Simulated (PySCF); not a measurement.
B(NCO)(OH)(OMe) (C2H4BNO3), SMILES O=C=NB(OC)O.

Geometry optimised at B3LYP-D3(BJ)/def2-SVP. The structure was generated by enumeration, and PubChem lists no compound with its InChIKey, so it may never have been made. The values are those of a single conformer.

Two levels are set side by side: PBE/def2-TZVP (PySCF) and ωB97X/def2-TZVP (PySCF). Same geometry, gas phase. Differences are taken from unrounded values.

```
quantity                      ωB97X    PBE  PBE minus ωB97X
---------------------------  ------  -----  ---------------
orbital gap (eV)              13.38   6.27            -7.11
highest occupied level (eV)  -10.98  -7.10             3.88
lowest empty level (eV)        2.41  -0.83            -3.24
dipole moment (D)              2.45   2.38            -0.07
mean polarisability (bohr³)    52.7   56.0              3.3
```

PBE's occupied levels lie high since its potential decays too fast outside the molecule; exact exchange lowers them and widens the gap. Loosely held outer electrons make PBE densities more polarisable. Differences between two approximate levels are no errors against the true value.

Rough cost on one machine, each run with all the roots and properties that it gave: ωB97X against PBE within a factor of 2.
